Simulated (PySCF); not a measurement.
Te(SeH)2 (H2Se2Te), SMILES [SeH][Te][SeH].

Geometry optimised at B3LYP-D3(BJ)/def2-SVP. The structure was generated by enumeration, and PubChem lists no compound with its InChIKey, so it may never have been made. The def2 effective core potentials stand for the cores of Te; spin–orbit coupling is left out. The values are those of a single conformer.

These are CAM-B3LYP/def2-TZVPD (PySCF) values and carry that method's errors.

Symmetry labels are those of the subgroup C2 that the program uses (full group C2).

Q: List the valence orbital energies around the gap with their symmetry. (Estimate from the structure and the level; the computed values follow.)

A: 
```json
[
 {"orbital": "HOMO−7", "symmetry": "A", "energy (eV)": "-18.28"},
 {"orbital": "HOMO−6", "symmetry": "B", "energy (eV)": "-12.82"},
 {"orbital": "HOMO−5", "symmetry": "A", "energy (eV)": "-12.26"},
 {"orbital": "HOMO−4", "symmetry": "B", "energy (eV)": "-10.87"},
 {"orbital": "HOMO−3", "symmetry": "A", "energy (eV)": "-10.34"},
 {"orbital": "HOMO−2", "symmetry": "A", "energy (eV)": "-8.57"},
 {"orbital": "HOMO−1", "symmetry": "B", "energy (eV)": "-8.35"},
 {"orbital": "HOMO", "symmetry": "B", "energy (eV)": "-8.03"},
 {"orbital": "LUMO", "symmetry": "A", "energy (eV)": "-1.42"},
 {"orbital": "LUMO+1", "symmetry": "B", "energy (eV)": "-1.01"},
 {"orbital": "LUMO+2", "symmetry": "A", "energy (eV)": "0.23"},
 {"orbital": "LUMO+3", "symmetry": "B", "energy (eV)": "0.65"}
]
```
